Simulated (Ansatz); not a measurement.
`B[SiH2]N` + `C=C(O)F` → `B/C=C(/O)F` + `N[SiH3]`  (formal exchange of groups at a B–Si bond)

Program: Ansatz. Geometries: PBE0-D4/def2-TZVP. ΔE: electronic, gas phase. CCSD(T)/CBS adds triple-zeta CCSD(T) − MP2 to the extrapolated MP2 energy (def2 sets, frozen cores). This one scheme is used for every species. DFT in def2-TZVPP. B3LYP here is the variant with VWN-RPA as its local correlation; programs differ in this. HSE06 is defined as in plane-wave codes. Each species was taken in one conformer, which may not be the lowest.

```json
{"level": "PBE-D4", "ΔE (kJ/mol)": "-81.9", "difference from CCSD(T)/CBS": "-4.5"}
{"level": "revPBE-D4", "ΔE (kJ/mol)": "-81.2", "difference from CCSD(T)/CBS": "-3.8"}
{"level": "BLYP-D4", "ΔE (kJ/mol)": "-84.3", "difference from CCSD(T)/CBS": "-6.9"}
{"level": "r2SCAN-D4", "ΔE (kJ/mol)": "-87.0", "difference from CCSD(T)/CBS": "-9.6"}
{"level": "B97M-V", "ΔE (kJ/mol)": "-85.7", "difference from CCSD(T)/CBS": "-8.3"}
{"level": "PBE0-D4", "ΔE (kJ/mol)": "-80.6", "difference from CCSD(T)/CBS": "-3.2"}
{"level": "B3LYP-D4", "ΔE (kJ/mol)": "-83.4", "difference from CCSD(T)/CBS": "-6.0"}
{"level": "r2SCAN0-D4", "ΔE (kJ/mol)": "-85.4", "difference from CCSD(T)/CBS": "-8.0"}
{"level": "HSE06-D4", "ΔE (kJ/mol)": "-81.0", "difference from CCSD(T)/CBS": "-3.6"}
{"level": "BHLYP-D4", "ΔE (kJ/mol)": "-83.0", "difference from CCSD(T)/CBS": "-5.6"}
{"level": "CAM-B3LYP-D4", "ΔE (kJ/mol)": "-83.2", "difference from CCSD(T)/CBS": "-5.8"}
{"level": "ωB97X-V", "ΔE (kJ/mol)": "-78.5", "difference from CCSD(T)/CBS": "-1.1"}
{"level": "ωB97M-V", "ΔE (kJ/mol)": "-84.3", "difference from CCSD(T)/CBS": "-6.9"}
{"level": "B2PLYP", "ΔE (kJ/mol)": "-85.6", "difference from CCSD(T)/CBS": "-8.2"}
{"level": "PBE-QIDH", "ΔE (kJ/mol)": "-83.9", "difference from CCSD(T)/CBS": "-6.5"}
{"level": "PBE", "ΔE (kJ/mol)": "-81.9", "difference from CCSD(T)/CBS": "-4.5"}
{"level": "revPBE", "ΔE (kJ/mol)": "-78.9", "difference from CCSD(T)/CBS": "-1.5"}
{"level": "BLYP", "ΔE (kJ/mol)": "-84.0", "difference from CCSD(T)/CBS": "-6.6"}
{"level": "r2SCAN", "ΔE (kJ/mol)": "-86.9", "difference from CCSD(T)/CBS": "-9.5"}
{"level": "PBE0", "ΔE (kJ/mol)": "-80.7", "difference from CCSD(T)/CBS": "-3.3"}
{"level": "B3LYP", "ΔE (kJ/mol)": "-83.5", "difference from CCSD(T)/CBS": "-6.1"}
{"level": "r2SCANh", "ΔE (kJ/mol)": "-86.3", "difference from CCSD(T)/CBS": "-8.9"}
{"level": "r2SCAN0", "ΔE (kJ/mol)": "-85.4", "difference from CCSD(T)/CBS": "-8.0"}
{"level": "HSE06", "ΔE (kJ/mol)": "-81.1", "difference from CCSD(T)/CBS": "-3.7"}
{"level": "BHLYP", "ΔE (kJ/mol)": "-83.7", "difference from CCSD(T)/CBS": "-6.3"}
{"level": "HF/def2-SVP", "ΔE (kJ/mol)": "-84.8", "difference from CCSD(T)/CBS": "-7.4"}
{"level": "MP2/def2-SVP", "ΔE (kJ/mol)": "-96.6", "difference from CCSD(T)/CBS": "-19.2"}
{"level": "CCSD/def2-SVP", "ΔE (kJ/mol)": "-83.7", "difference from CCSD(T)/CBS": "-6.3"}
{"level": "CCSD(T)/def2-SVP", "ΔE (kJ/mol)": "-86.8", "difference from CCSD(T)/CBS": "-9.4"}
{"level": "HF/def2-TZVPP", "ΔE (kJ/mol)": "-81.0", "difference from CCSD(T)/CBS": "-3.6"}
{"level": "MP2/def2-TZVPP", "ΔE (kJ/mol)": "-88.8", "difference from CCSD(T)/CBS": "-11.4"}
{"level": "SCS-MP2/def2-TZVPP", "ΔE (kJ/mol)": "-84.6", "difference from CCSD(T)/CBS": "-7.2"}
{"level": "CCSD/def2-TZVPP", "ΔE (kJ/mol)": "-76.5", "difference from CCSD(T)/CBS": "0.9"}
{"level": "CCSD(T)/def2-TZVPP", "ΔE (kJ/mol)": "-79.0", "difference from CCSD(T)/CBS": "-1.6"}
{"level": "HF/def2-QZVPP", "ΔE (kJ/mol)": "-81.3", "difference from CCSD(T)/CBS": "-3.9"}
{"level": "MP2/def2-QZVPP", "ΔE (kJ/mol)": "-87.9", "difference from CCSD(T)/CBS": "-10.5"}
{"level": "SCS-MP2/def2-QZVPP", "ΔE (kJ/mol)": "-83.8", "difference from CCSD(T)/CBS": "-6.4"}
{"level": "HF/CBS(def2)", "ΔE (kJ/mol)": "-81.4", "difference from CCSD(T)/CBS": "-4.0"}
{"level": "MP2/CBS(def2)", "ΔE (kJ/mol)": "-87.1", "difference from CCSD(T)/CBS": "-9.7"}
{"level": "CCSD/CBS(def2)", "ΔE (kJ/mol)": "-74.9", "difference from CCSD(T)/CBS": "2.5"}
{"level": "CCSD(T)/CBS", "ΔE (kJ/mol)": "-77.4", "difference from CCSD(T)/CBS": "0"}
```

Problem. What do rigid-rotor, harmonic-oscillator terms from PBE0-D4/def2-TZVP frequencies (298.15 K, 1 bar) make of the CCSD(T)/CBS value? (Best estimate.)

Solution. Ansatz gave: ΔZPE = +1.2 kJ/mol, ΔH = -78.1 kJ/mol, ΔS = -20 J/(mol·K), ΔG = -72.1 kJ/mol.

Largest T1 diagnostic among the species: 0.013.

Leaving LDA and LC-ωPBE aside and taking each functional with its dispersion term where it has one, the values spread over 8.4 kJ/mol, from r2SCAN-D4 to ωB97X-V. LDA lies −7.6 kJ/mol from PBE without D4. At CCSD(T), def2-SVP lies −9.4 kJ/mol from the extrapolated value and def2-TZVPP −1.6 kJ/mol.
